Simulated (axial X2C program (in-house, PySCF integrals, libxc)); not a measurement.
# Low determinants of WBr⁺ at the PBE0 level, two-component

All values were computed with an axial X2C code built on PySCF integrals. Two-component (2c) means X2C with spin–orbit coupling and atomic mean-field two-electron Coulomb and Gaunt terms. Basis: W dyall-cv3z [13s14p9d7f4g], Br dyall-cv3z [8s9p6d4f1g] (cores contracted in-house); Gaussian nuclei, density fitting, unrestricted open shells. Masses: W 183.951 u, Br 78.918 u.

Search at 2.300 Å (vertical energies from the lowest determinant):

| ΔE (eV) | state | electrons beyond evenly filled partner blocks | electrons in ±ω = 1/2, 3/2, 5/2, 7/2 |
| --- | --- | --- | --- |
| 0.00 | Ω = 1 | ω = -3/2, ω = 5/2 | 64 31 11 2 |
| 0.33 | Ω = 3 | ω = 1/2, ω = 5/2 | 63 32 11 2 |
| 1.04 | Ω = 2 | ω = -1/2, ω = 5/2 | 63 32 11 2 |
| 1.07 | Ω = 2 | 2 × ω = 1/2, ω = -3/2, ω = 5/2 | 64 31 11 2 |
| 1.21 | Ω = 4 | ω = 3/2, ω = 5/2 | 64 31 11 2 |
| 1.34 | Ω = 0 | none | 64 32 10 2 |
| 1.42 | Ω = 0 | ω = -1/2, 2 × ω = 3/2, ω = -5/2 | 63 32 11 2 |

Lowest determinant, Ω = 1 (⟨Sz⟩ = 1.97, ⟨Lz⟩ = -0.97 at PBE0): Re = 2.291 Å, ωe = 319.4 cm⁻¹.

The determinant in row 2 of the search, Ω = 3 (⟨Sz⟩ = 1.97, ⟨Lz⟩ = 1.03 at PBE0), was followed along the bond at PBE0; measured from the minimum of the lowest determinant it gives:

Te = 0.334 eV (2691 cm⁻¹), Re = 2.291 Å, ωe = 318.6 cm⁻¹.

**Question.** Compare the bond of the determinant in row 2 with that of the lowest one.

**Answer.** At PBE0 its Re is the same within 0.001 Å and its force constant, which goes as ωe², is 0.99 times that of the lowest determinant. T0 ≈ Te + Δωe/2 = 2691 + (0) = 2691 cm⁻¹.

The search compares states at one distance, so a state with another bond length can lie lower; it is not exhaustive and yields mostly the lowest determinant of each block pattern, so other components and higher states of one pattern are missing. These are energies of single determinants, not of spin-adapted states; PBE0 term energies can be off by some tenths of an eV, and the functional has no current term. Open-shell Ω = 0 determinants with evenly filled partner blocks cannot be reached by this program, so the Ω shown need not be the lowest component.
